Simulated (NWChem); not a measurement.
System meant: C₃H₇NS; SMILES N(=C\CS)/C

The following NWChem deck was run.

```
start job
memory heap 200 mb stack 900 mb global 1100 mb
geometry units angstroms noautosym nocenter noautoz
  C      0.445045    -2.746465    -0.061827
  N     -0.146375    -1.529944     0.441508
  C     -0.331758    -0.560955    -0.369781
  C     -0.902982     0.744667     0.094224
  S      0.352801     2.087465    -0.031185
  H      1.368811    -2.973641     0.512782
  H     -0.244790    -3.597771     0.123341
  H      0.699283    -2.724188    -1.150768
  H     -0.035724    -0.610465    -1.450199
  H     -1.286097     0.650137     1.128583
  H     -1.726292     1.080399    -0.569772
  H      1.224610     1.528974     0.855174
end
basis spherical
  * library 6-31g*
end
dft
  xc m06-l
  iterations 150
end
property
  shielding
end
task dft property
```

End of the output:

```
 Vector   27  Occ=0.000000D+00  E= 5.583103D-02
              MO Center=  3.3D-01,  1.5D+00,  2.4D-01, r^2= 3.4D+00
   Bfn.  Coefficient  Atom+Function         Bfn.  Coefficient  Atom+Function
  ----- ------------  ---------------      ----- ------------  ---------------
    66      1.192338   5 S  s                88     -1.175629  12 H  s
    48     -0.859155   4 C  s                68     -0.851157   5 S  py
    50     -0.549964   4 C  py               69      0.503406   5 S  pz
    49     -0.461795   4 C  px               64     -0.317734   5 S  py
    62      0.311086   5 S  s                65      0.262310   5 S  pz

 center of mass
 --------------
 x =  -0.00523133 y =   0.16694182 z =   0.01234576

 moments of inertia (a.u.)
 ------------------
        1131.139080305605          -0.901936577175           2.257174236589
          -0.901936577175         132.193931647787           9.706772739630
           2.257174236589           9.706772739630        1187.393925189133

     Multipole analysis of the density
     ---------------------------------

     L   x y z        total         alpha         beta         nuclear
     -   - - -        -----         -----         ----         -------
     0   0 0 0     -0.000000    -24.000000    -24.000000     48.000000

     1   1 0 0     -0.042278      0.090523      0.090523     -0.223324
     1   0 1 0     -0.463737     -0.861864     -0.861864      1.259992
     1   0 0 1     -0.210404     -0.120729     -0.120729      0.031054

     2   2 0 0    -27.008644    -44.644259    -44.644259     62.279874
     2   1 1 0     -1.240070      4.383735      4.383735    -10.007539
     2   1 0 1      1.666011      0.957553      0.957553     -0.249094
     2   0 2 0    -30.006804   -318.699113   -318.699113    607.391421
     2   0 1 1      1.457483      0.029198      0.029198      1.399086
     2   0 0 2    -29.298689    -29.490442    -29.490442     29.682195

          -----------------------------------------
          Chemical Shielding Tensors (GIAO, in ppm)
          -----------------------------------------

 ------------------------------------------------------------------------
  xm06: d2 not coded                    0
 ------------------------------------------------------------------------
 ------------------------------------------------------------------------
  current input line :
    27: task dft property
 ------------------------------------------------------------------------
 ------------------------------------------------------------------------
 This error has not yet been assigned to a category
 ------------------------------------------------------------------------
 For more information see the NWChem manual at https://nwchemgit.github.io

0: xm06: d2 not coded:Received an Error in Communication
```

**Question.** Can this run be used? If not, why, and what is the fix?

**Answer.** The run crashed. Cause: this functional's second derivatives, which shieldings need, aren't coded here; the fix takes a hybrid GGA instead. This input runs:
```
start job
memory heap 200 mb stack 900 mb global 1100 mb
geometry units angstroms noautosym nocenter noautoz
  C      0.445045    -2.746465    -0.061827
  N     -0.146375    -1.529944     0.441508
  C     -0.331758    -0.560955    -0.369781
  C     -0.902982     0.744667     0.094224
  S      0.352801     2.087465    -0.031185
  H      1.368811    -2.973641     0.512782
  H     -0.244790    -3.597771     0.123341
  H      0.699283    -2.724188    -1.150768
  H     -0.035724    -0.610465    -1.450199
  H     -1.286097     0.650137     1.128583
  H     -1.726292     1.080399    -0.569772
  H      1.224610     1.528974     0.855174
end
basis spherical
  * library 6-31g*
end
dft
  xc pbe0
  iterations 150
end
property
  shielding
end
task dft property
```
It converges to -571.07505 Ha (PBE0/6-31G* (spherical d), GIAO).
